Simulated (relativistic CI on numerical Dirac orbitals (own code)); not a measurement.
# Cubic crystal-field splitting of Yb3+ by operator equivalents

Problem. Yb3+ (4f13) sits in a cubic field with the Wybourne parameters B⁴₀ = -2960 and B⁶₀ = 680 cm⁻¹. Find the levels of its ground J multiplet, neglecting the mixing with the other J.

Working.
1. One f hole has the ground level ²F7/2 with g_J = 8/7 and the Stevens factors β = −2/1155 and γ = 4/27027.
2. Stevens form: B₄ = β B⁴₀/8 = 0.6407 and B₆ = γ B⁶₀/16 = 0.00629 cm⁻¹, in H = B₄(O₄⁰ + 5O₄⁴) + B₆(O₆⁰ − 21O₆⁴).
3. For J = 7/2 the eigenvalues are E(Γ6) = 840B₄ − 25200B₆ = 379.7, E(Γ7) = −1080B₄ − 15120B₆ = -787.1 and E(Γ8) = 120B₄ + 20160B₆ = 203.7 cm⁻¹.
4. Order and energies above the lowest: Γ7 0.0, Γ8 990.7, Γ6 1166.7 cm⁻¹. A Γ7 ground doublet has the isotropic |g| = 3.429.

Check. Diagonalising spin-orbit coupling (free-ion gap 10095 cm⁻¹, from a Dirac-Coulomb-Breit calculation) and field together in all 14 states gives Γ7 0.0, Γ8 1046.7, Γ6 1224.4 cm⁻¹, with |g| = 3.501. The other multiplet starts at 10434 cm⁻¹; the differences from the hand values come from J mixing and grow with the ratio of the field to that gap.
